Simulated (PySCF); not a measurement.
C5H10O. Atoms are numbered in the order given.

```xyz
16

C      2.6310     0.3846    -0.3540
C      1.4023     0.4107     0.1697
C      0.5589    -0.7957     0.4693
C     -0.6509    -0.9593    -0.4701
C     -1.5540     0.2639    -0.5366
O     -1.9337     0.6177     0.7805
H      3.1268    -0.5614    -0.5983
H      3.1913     1.3024    -0.5534
H      0.9459     1.3800     0.4057
H      1.1774    -1.7068     0.4174
H      0.1767    -0.7156     1.5004
H     -0.3026    -1.1836    -1.4929
H     -1.2463    -1.8247    -0.1330
H     -2.4369     0.0304    -1.1656
H     -1.0151     1.0950    -1.0349
H     -2.4719     1.4173     0.7413
```
Charge 0, spin multiplicity 1.

Geometry optimised at B3LYP-D3(BJ)/def2-SVP. Other conformers were not sampled.

Computed with PBE0/pcSseg-1 in PySCF.

GIAO shieldings, no solvent; atoms listed in one row are averaged. δ = σ(ref) − σ: ¹³C against TMS (σ = 186.3 ppm); ¹⁷O against H2O (σ = 334.2 ppm); ¹H against TMS (σ = 31.56 ppm), references at their B3LYP-D3(BJ)/def2-TZVP geometries, non-relativistic.

Computed chemical shifts:
```csv
nucleus,atoms,count,δ (ppm)
¹³C,C2,1,150.2
¹³C,C1,1,125.1
¹³C,C5,1,63.8
¹³C,C4,1,36.7
¹³C,C3,1,34.1
¹⁷O,O6,1,26.7
¹H,H9,1,6.71
¹H,"H7, H8",2,5.64
¹H,H15,1,4.14
¹H,H14,1,4.05
¹H,H11,1,3.04
¹H,H13,1,2.24
¹H,H10,1,2.12
¹H,H12,1,1.41
¹H,H16,1,0.46
```
